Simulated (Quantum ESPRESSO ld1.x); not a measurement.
Question: Species: K5+. Configuration: [Ne] 3s2 3p2. All-electron calculation, scalar-relativistic Kohn-Sham, LDA (Slater exchange, VWN5 correlation), spin-polarised, spherical densities, point nucleus; open shells are filled with parallel spins first. Program: ld1.x of Quantum ESPRESSO 7.5. Some entries of the table are withheld. Estimate them.

orbital,occ.,eigenvalue (hartree),<r^2> (bohr^2),r(max) (bohr)
1s up,1,-132.3776,0.008876,0.053
1s down,1,-132.3501,0.008873,0.053
2s up,1,-16.1167,0.1780,0.318
2s down,1,-16.0873,0.1775,0.318
2p up,3,-13.4859,0.1510,0.261
2p down,3,-13.4500,0.1506,0.261
3s up,1,-4.0044,1.475,1.02
3s down,1,-3.8715,1.493,1.02
3p up,2,-3.3312,(1),1.05
3p down,0,-3.2026,(2),1.06
3d up,0,-2.3390,(3),(4)
3d down,0,-2.2230,(5),(6)
4s up,0,-1.6069,6.798,2.37
4s down,0,-1.5688,7.048,2.41

Answer: 
(1) 3p up <r^2> (bohr^2): 1.633
(2) 3p down <r^2> (bohr^2): 1.665
(3) 3d up <r^2> (bohr^2): 1.877
(4) 3d up r(max) (bohr): 1.04
(5) 3d down <r^2> (bohr^2): 1.948
(6) 3d down r(max) (bohr): 1.04
